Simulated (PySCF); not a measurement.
Radial density of Re (rhenium, neutral)

r2SCAN, [Xe] 4f14 5d5 6s2, high-spin 6S determinant. Computed with PySCF 2.14 in x2c-TZVPPall (11s7p7d3f1g, 97 functions), with the spin-free X2C one-electron Hamiltonian (Gaussian nucleus).

```
r (bohr)  4πr²ρ (e/bohr)  4πr²(ρα − ρβ)
  0.0137           103.5        -0.0017
  0.0231           90.32        -0.0040
  0.0388           118.4         0.0117
  0.0652           132.9         0.1191
   0.110           108.1         0.2638
   0.185           116.0         0.0027
   0.310           66.72         0.3362
   0.522           63.76         0.1085
   0.878           20.90         1.0527
    1.48           8.573         3.1883
    2.49           2.268         1.3648
    4.18          0.4976         0.1061
    7.03         0.01998        -0.0111
    11.8       5.706e-05         0.0000
```

Densities and radii are taken from the X2C orbitals without a picture-change correction, which distorts them close to the nucleus.

Spin-orbit coupling, which splits the p, d and f shells strongly at this Z, is absent.

(1) Where is the radial spin density 4πr²(ρα − ρβ) most negative, and why is it negative at all?

## Answers

(1) Around r = 7.03 bohr, down to -0.0111 e/bohr: exchange with the open shell polarises the paired shells in an unrestricted calculation.
